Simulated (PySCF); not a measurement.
UHF on Ru⁻ (ruthenium, charge -1), [Kr] 4d7 5s2, high-spin 4F determinant. Computed with PySCF 2.14 in aug-cc-pVDZ-PP with ECP28MDF, with a scalar-relativistic core potential.

```
cycle= 1 E= -93.806158411636  delta_E= -0.00557  |g|= 0.0238  |ddm|= 0.0449
cycle= 2 E= -93.8063376842328  delta_E= -0.000179  |g|= 0.00501  |ddm|= 0.00907
cycle= 3 E= -93.8063517310204  delta_E= -1.4e-05  |g|= 0.00141  |ddm|= 0.00661
cycle= 4 E= -93.8063536591451  delta_E= -1.93e-06  |g|= 0.000739  |ddm|= 0.0024
cycle= 5 E= -93.8063548960511  delta_E= -1.24e-06  |g|= 0.000118  |ddm|= 0.00441
cycle= 6 E= -93.8063549745598  delta_E= -7.85e-08  |g|= 5.37e-05  |ddm|= 0.00196
cycle= 7 E= -93.8063550162645  delta_E= -4.17e-08  |g|= 2.21e-05  |ddm|= 0.00198
cycle= 8 E= -93.8063550254878  delta_E= -9.22e-09  |g|= 4.19e-06  |ddm|= 0.00131
cycle= 9 E= -93.8063550256552  delta_E= -1.67e-10  |g|= 4.77e-07  |ddm|= 0.000192
converged SCF energy = -93.8063550256552  <S^2> = 3.9994367  2S+1 = 4.1228324
```

Highest occupied orbital energy: 0.074 eV; ⟨L²⟩ = 12.05; populations by l: s 4.00, p 6.00, d 7.00, f 0.00.

Question: Can this result be used?

Answer: With care. The calculation finished and met its thresholds. Energies and moments cover only the electrons outside the core potential. ⟨S²⟩ = 4.00 against 3.75 shows spin contamination. At UHF the highest occupied level has a positive energy, so only the finite basis holds that electron.
